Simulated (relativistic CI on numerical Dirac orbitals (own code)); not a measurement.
Computed by Dirac-Coulomb-Breit CI, orbitals from a KLI potential per configuration, model QED, unscaled Slater integrals (own radial code, finite nucleus).

The strongest absorption lines from the ground level of an ion, among the configurations computed and to levels below about 1650 eV (vacuum wavelength in Å, gf): 7.5529 (0.26), 9.6900 (0.47), 9.7324 (0.29), 9.7491 (0.2), 9.7943 (0.07), 9.9655 (1.4), 103.72 (0.15), 117.88 (0.12).

Which ion is it?
A. Ni23+
B. Fe21+
C. Cr19+
D. Ni21+

A. Ni23+ has 5 electrons and the ground level 2s2.2p 2P°_1/2; the strongest line goes to 2s2.3d 2D_3/2. The pattern of lines fixes the number of electrons, and along that sequence the line energies rise steadily with the charge (about as its square where n changes within one kind of shell, about linearly where n is kept but much faster in heavy ions where fine structure, which grows about as Z⁴, sets the gap, and irregularly where shells cross), which fixes Z. Configurations outside the model, such as inner-shell arrays, can give stronger lines. At this charge energies of transitions that change n are usually good to better than 1 %, and those within a shell (Δn = 0) to a few per cent.

LS names give the leading component of a level, which can be under half, so a name can repeat, a term be missing and a line seem to break the LS rules.
